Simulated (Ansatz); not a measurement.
One change: `FB(F)OC(F)(F)F` becomes `FBOC(F)(F)F`.

Ansatz, PBE0-D4/def2-TZVP geometries, multiplicity 1. Each molecule was computed in one conformer, which needn't be the lowest.

| property | `FB(F)OC(F)(F)F` |
| --- | --- |
| HOMO–LUMO gap (B3LYP/def2-TZVPP) / eV | 11.38 |
| ideal-gas entropy at 298 K and 1 bar (rigid rotor, harmonic PBE0-D4/def2-TZVP) / J/(mol·K) | 357 |
| LUMO energy (PBE0/def2-TZVPP) / eV | 0.48 |
| size of the dipole moment (ωB97M-V/def2-TZVPP) / D | 0.25 |
| size of the dipole moment (PBE/def2-TZVPP) / D | 0.22 |
| HOMO energy (PBE/def2-TZVPP) / eV | -9.56 |

(1) What does the change do to each property? (An estimate is asked.)

Results:

(1) Computed: 
```tsv
property	`FBOC(F)(F)F`	shift
HOMO–LUMO gap (B3LYP/def2-TZVPP) / eV	9.71	-1.67
ideal-gas entropy at 298 K and 1 bar (rigid rotor, harmonic PBE0-D4/def2-TZVP) / J/(mol·K)	341	-16
LUMO energy (PBE0/def2-TZVPP) / eV	-0.58	-1.06
size of the dipole moment (ωB97M-V/def2-TZVPP) / D	0.80	0.55
size of the dipole moment (PBE/def2-TZVPP) / D	0.69	0.47
HOMO energy (PBE/def2-TZVPP) / eV	-9.05	0.51
```

With PBE0 the HOMO rises by 0.74 eV and the LUMO falls by 1.06 eV, so the gap narrows by about 1.80 eV. PBE moves the HOMO by 0.51 eV and ωB97M-V by 0.80 eV. Dipoles are sizes alone; their direction can turn. Modes under 60 cm⁻¹, often nearly free rotors, make the harmonic entropy too high.

Positive LUMOs are unbound, so they and the gaps depend on the basis.

B3LYP here is the variant with VWN-RPA as its local correlation; programs differ in this.
